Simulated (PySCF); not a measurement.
Molecule: SMILES [SiH3]/C=C/[SiH2]CCl, C3H9ClSi2.

Geometry (Å), atoms numbered from 1 in this order:
```xyz
15

Si    2.8847    0.3014   -0.4284
C     1.0062    0.2254   -0.3135
C     0.2795   -0.8910   -0.2647
Si   -1.5916   -1.0059   -0.1109
C    -2.3800    0.7337   -0.2390
Cl   -1.9339    1.7164    1.1855
H     3.4133   -1.0410   -0.6769
H     3.2519    1.1958   -1.5299
H     3.4175    0.8281    0.8304
H     0.4877    1.1762   -0.2640
H     0.8042   -1.8400   -0.3075
H    -1.9786   -1.5819    1.1796
H    -2.1509   -1.7905   -1.2205
H    -3.4665    0.6943   -0.2534
H    -2.0479    1.2870   -1.1144
```

Frames of a GFN2-xTB Langevin trajectory at 200 K; GIAO PBE0/pcSseg-1 shieldings in PySCF, gas phase, non-relativistic; equivalent atoms averaged within each frame.

δ = σ(ref) − σ, references computed at the same level: TMS for 29Si (σref 349.16) and 13C (σref 186.93) and 1H (σref 31.72); 35Cl (σref 949.78) against HCl. The references are static minima.

**Question.** How do the shifts (ppm) fluctuate along the trajectory?

**Answer.** 
```csv
time (fs),Si4,Si1,C2,C3,C5,Cl6,H11,H10,H7/H8/H9,H12/H13
optimised geometry,-49.8,-70.7,156.6,151.1,29.4,32,6.94,7.42,4.22,4.49
250,-49.8,-77.2,151.0,149.5,30.9,49,7.01,6.60,4.67,4.45
425,-52.8,-86.2,164.1,159.3,33.4,49,7.43,7.92,3.91,4.49
625,-56.7,-65.7,163.0,148.8,27.0,40,7.43,8.19,4.51,4.09
800,-56.7,-68.4,166.6,156.5,34.7,48,7.66,8.87,4.58,5.10
1000,-50.0,-66.9,166.1,158.3,32.6,44,7.60,8.45,4.08,4.45
mean of frames,-53.2,-72.9,162.2,154.5,31.7,46,7.42,8.01,4.35,4.52
standard deviation,3.4,8.7,6.4,5.0,3.0,4,0.26,0.86,0.34,0.36
```

5 frames give an uncertainty of the mean of about the standard deviation over 2.2 at best, since frames this close in time may not be independent; classical motion lacks zero-point vibration, and the reference would need the same averaging.
